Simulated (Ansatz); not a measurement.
Reaction (formal exchange of groups at a Te–Si bond): `C[SiH](N)[TeH]` + `CI` → `[TeH]CI` + `C[SiH2]N`

Gas-phase electronic energies from Ansatz, PBE0-D4/def2-TZVP geometries. CCSD(T)/CBS adds triple-zeta CCSD(T) − MP2 to the extrapolated MP2 energy (def2 sets, frozen cores). DFT in def2-TZVPP. B3LYP here is the variant with VWN-RPA as its local correlation; programs differ in this. Elements past krypton have def2 core potentials. For I, Te outer-core shells are correlated without core-valence functions, which leaves a few kJ/mol of doubt a bond. Each species was taken in one conformer, which may not be the lowest.

(1) Is it downhill or uphill in electronic energy at CCSD(T)/CBS, and by how much? (Best estimate.)

(2) What do these levels give: PBE-D4, B3LYP-D4, ωB97X-V, ωB97M-V, PBE, MP2/def2-TZVPP, SCS-MP2/def2-TZVPP, HF/def2-QZVPP, MP2/def2-QZVPP, SCS-MP2/def2-QZVPP, HF/CBS(def2), MP2/CBS(def2)? (Estimate.)

Largest T1 diagnostic among the species: 0.010.

Results:

(1) The calculation gave: Uphill: ΔE = +1.17 eV.

(2) The calculation gave: PBE-D4 1.20, B3LYP-D4 1.18, ωB97X-V 1.20, ωB97M-V 1.21, PBE 1.18, MP2/def2-TZVPP 1.16, SCS-MP2/def2-TZVPP 1.12, HF/def2-QZVPP 1.24, MP2/def2-QZVPP 1.17, SCS-MP2/def2-QZVPP 1.13, HF/CBS(def2) 1.23, MP2/CBS(def2) 1.18 eV.

From PBE to PBE0 (25 % exact exchange), in def2-TZVPP and without D4, ΔE moves by +0.06 eV. In def2-TZVPP, CCSD(T) changes the Hartree–Fock value by −0.10 eV (the triples alone add −0.02 eV) and MP2 by −0.09 eV.
